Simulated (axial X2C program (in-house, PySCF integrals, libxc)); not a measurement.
# MnF: cheaper levels and CCSD(T), 2c

Computed with an axial X2C code built on PySCF integrals. Two-component (2c) means X2C with spin–orbit coupling and atomic mean-field two-electron Coulomb and Gaunt terms. Basis: Mn dyall-cv3z [9s10p6d3f2g], F dyall-av3z [7s6p3d2f] (cores contracted in-house); Gaussian nuclei, density fitting, unrestricted open shells. Masses: Mn 54.938 u, F 18.998 u.

State: Ω = 3 (⟨Sz⟩ = 3.00, ⟨Lz⟩ = 0.00 at HF); fragments Mn + F.

| level | Re (Å) | ωe (cm⁻¹) | De (eV) |
| --- | --- | --- | --- |
| PBE0 | 1.830 | 618.7 | 4.78 |
| HF | 1.864 | 613.8 | 3.45 |
| MP2 | 1.856 | 602.4 | 5.07 |
| CCSD | 1.849 | 614.9 | 4.47 |
| PBE50 | 1.830 | 629.8 | 4.51 |

Correlated methods: 14 electrons correlated (number of frozen shells: Mn 3 s, 2 p; F 1 s), 260 virtual spin orbitals or spinors in MP2, 90 natural virtuals in coupled cluster.

CCSD(T), same Hamiltonian and basis:

Re = 1.850 Å, ωe = 611.2 cm⁻¹, De = 4.54 eV; T1 = 0.016 (Lee–Taylor normalisation).

Give the differences from CCSD(T) in the columns below.



| level | ΔRe (Å) | Δωe (cm⁻¹) | ΔDe (eV) |
| --- | --- | --- | --- |
| PBE0 | -0.020 | 8 | 0.24 |
| HF | 0.014 | 3 | -1.09 |
| MP2 | 0.006 | -9 | 0.53 |
| CCSD | -0.001 | 4 | -0.07 |
| PBE50 | -0.020 | 19 | -0.03 |

One determinant describes the state; a PBE0 search over occupations chose it and may have missed a lower one. De is counted from the lowest determinant-based energies of the atoms at the same level, without counterpoise correction. Density functionals use the spin component along the axis (collinear). Coupled cluster ran in a truncated set of natural virtual spinors; the MP2 energy of the rest was added. (T) has no such correction and the atoms are truncated less, which lowers De at CCSD(T) by a hundredth of an eV or more. The 2c atoms are single determinants rather than J levels; their spin–orbit lowering is only partly caught, and De is too large by that part. This holds for PBE0, PBE50. Other states lie close and PBE0, whose exact exchange favours high spin, may order them wrongly; the determinant shown need not be the ground state. The nearest other 2c determinant of the search, Ω = 2, lies 0.69 eV up at the distance of the search. The functionals have no current-density term, which raises determinants with orbital currents, atoms included. With several unpaired electrons one determinant need not be a pure state. Open-shell Ω = 0 determinants with evenly filled partner blocks cannot be reached by this program, so the Ω shown need not be the lowest component.
